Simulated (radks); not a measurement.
N II, configuration [He] 2s1 2p2 3s1 (not the ground configuration).

All-electron calculation, Dirac Kohn-Sham, HCTH/407, spin-unpolarised, spherical densities, finite nucleus; open shells fill j = l - 1/2 first; Fermi nuclear charge, rms radius 2.5582 fm. Program: a radial shooting solver on a logarithmic mesh with Libxc functionals.

Energy parts (hartree):
| part | energy |
|---|---|
| total | -52.89722 |
| kinetic | 52.73610 |
| electron-nucleus | -119.83367 |
| Hartree | 20.04682 |
| exchange-correlation | -5.84647 |

Orbitals (lengths in bohr, moments of r in powers of bohr; <r^-3> diverges for s and p1/2; r(90%) holds 90 % of the orbital's charge):
| orbital | occ. | eigenvalue (hartree) | <r^4> | <r^-3> | r(90%) | small-component weight |
|---|---|---|---|---|---|---|
| 1s1/2 | 2 | -15.25538 | 0.01324 | - | 0.410 | 5.87e-04 |
| 2s1/2 | 1 | -1.51787 | 4.939 | - | 1.84 | 7.83e-05 |
| 2p1/2 | 2 | -1.08214 | 5.991 | - | 1.92 | 6.77e-05 |
| 3s1/2 | 1 | -0.31245 | 432.0 | - | 5.70 | 1.39e-05 |

The highest occupied level is 3s1/2 at -8.502 eV. Summed over all electrons, <r^2> = 21.88 bohr^2, which gives a Langevin (diamagnetic) susceptibility term of -17.3 x 10^-6 cm^3/mol.

Empty levels of this run are not shown, since the potential may be unsettled where no density lies.
